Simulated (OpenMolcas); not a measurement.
Pm³⁺: effect of correlating more closed shells

- Program: OpenMolcas 26.06
- Basis: ANO-RCC-VTZP [8s7p5d3f2g1h]
- Scalar Hamiltonian: DKH2, point nucleus
- Active space: 4 electrons in 7 orbitals (4f)
- State averaging: 2S+1 = 5 even, 35 roots; 2S+1 = 3 even, 210 roots (159 in the spin-orbit step); 2S+1 = 1 even, 196 roots (105 in the spin-orbit step)
- Spin-orbit coupling: state interaction with AMFI integrals over the reference wave functions, term energies averaged over their components

Methods on the same reference wave functions:
A. CASSCF
B. MS-CASPT2, IPEA 0.25 Eh, imaginary shift 0.1 Eh (closed shells correlated: 5s 5p)
C. MS-CASPT2, IPEA 0.25 Eh, imaginary shift 0.1 Eh (closed shells correlated: 4d 5s 5p)

Energies in cm-1 above 4f4 5I4.

| Level | A | B | C |
| --- | --- | --- | --- |
| 4f4 5I4 | 0.0 | 0.0 | 0.0 |
| 4f4 5I5 | 1577 | 1614 | 1621 |
| 4f4 5I6 | 3329 | 3380 | 3390 |
| 4f4 5I7 | 5206 | 5250 | 5250 |
| 4f4 5I8 | 7167 | 7180 | 7170 |
| 4f4 5F1 | 16678 | 13900 | 13400 |
| 4f4 5F2 | 17201 | 14390 | 13890 |
| 4f4 5F3 | 18107 | 15320 | 14820 |
| 4f4 5S2 | 18891 | 16720 | 16240 |
| 4f4 5F4 | 19162 | 16350 | 15850 |
| 4f4 3K6(1) | 20262 | 18230 | 17410 |
| 4f4 5F5 | 20564 | 17780 | 17270 |
| 4f4 3K7(1) | 21748 | 19750 | 18890 |
| 4f4 3H4(1) [57 %] | 23254 | 19680 | 19080 |
| 4f4 3K8(1) | 23522 | 21520 | 20660 |
| 4f4 5G2 | 24624 | 20920 | 20230 |
| 4f4 5G3 [58 %] | 24729 | 21020 | 20360 |
| 4f4 3H5(1) [60 %] | 25737 | 22220 | 21610 |
| 4f4 5G4 [72 %] | 26817 | 23250 | 22590 |
| 4f4 3G3(1) [58 %] | 27627 | 23830 | 23170 |
| 4f4 3L7 | 28291 | 26200 | 25000 |
| 4f4 5G5 [73 %] | 28744 | 25190 | 24530 |
| 4f4 3H6(1) [59 %] | 28925 | 25390 | 24760 |
| 4f4 3D2 [60 %] | 28996 | 24690 | 23990 |

Between B and C the level of the table that moves most is 4f4 3L7, by 1200 cm-1 (lowest in C, highest in B). Moves below CASPT2's spread within the term are not significant.

From A to B the spin-free energies of the other terms of 4f4 shown, above 5I, scale by factors of 0.82 to 0.91, as is usual when dynamic correlation screens the repulsion within a d or f shell.

The lowest spin-free term lies below A's lowest term by 0.336 hartree in B, 0.803 hartree in C.

What an inner shell adds also hangs on whether the basis holds functions to correlate it.

Term energies are means over components that CASPT2 splits; among the terms shown or strongly mixed into the levels shown the widest spread is 1100 cm-1 (4f4 5I, C). High states are left out of the spin-orbit mixing, which shifts the levels that they would mix with. Without dynamic correlation excited terms often stand tens of per cent too high (terms of higher spin than the ground term too low), and those without a measured partner can miss by more than the paired ones (holds for A). Blocks of more than 70 roots (2S+1 = 3 even, 1 even) ran without multistate coupling (holds for B; C). The CASPT2 spread within a term exceeds the gap to the next term for 4f4 3H(1) and 4f4 5G, so the order of their levels is uncertain, and so are names and mixing where such terms share a J (holds for C). Only configurations of the active space appear. Levels that lie high or do not pair safely by name in every column are left out.

A share in square brackets marks a mixed level and gives the weight of the term that names it, the lowest over the columns. A number in round brackets counts repeated terms of one configuration in the order of the reference energies.
